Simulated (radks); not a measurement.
Values are calculated unless marked as measured or tabulated.
Effect of the nuclear size on the tantalum ion Ta2+, [Xe] 4f14 5d3. Code: a radial shooting solver on a logarithmic mesh with Libxc functionals. Model: Dirac Kohn-Sham, exchange-only LDA, spin-unpolarised, spherical densities, finite nucleus; open shells are shared between the two j in proportion to 2j + 1; Fermi nuclear charge, rms radius 5.3507 fm. The rms radius is varied about that value; shifts are against it.

rms radius (fm)  total energy shift (eV)  density at nucleus (e/bohr^3)  1s1/2 shift (meV)  2s1/2 shift (meV)  5s1/2 shift (meV)  6s1/2 (empty) shift (meV)  5d5/2 shift (meV)
4.8103                             -10.2                      1.355e+06              -4140               -579              -5.38                     -0.714              0.056
4.9333                             -7.94                      1.343e+06              -3230               -451              -4.19                     -0.556              0.044
5.3507                                 0                      1.307e+06              0.000              0.000              0.000                      0.000              0.000
5.8162                              9.36                      1.271e+06               3800                531               4.93                      0.655             -0.052
6.3138                              19.9                      1.236e+06               8100               1130               10.5                       1.39             -0.110

Slopes of the eigenvalues against <r^2> in GHz/fm^2, as finite differences over the two radii next to the reference (eigenvalue slopes, not the field-shift constants of lines): 1s1/2 179000, 2s1/2 25000, 5s1/2 232, 6s1/2 (empty) 30.8, 5d5/2 -2.43.
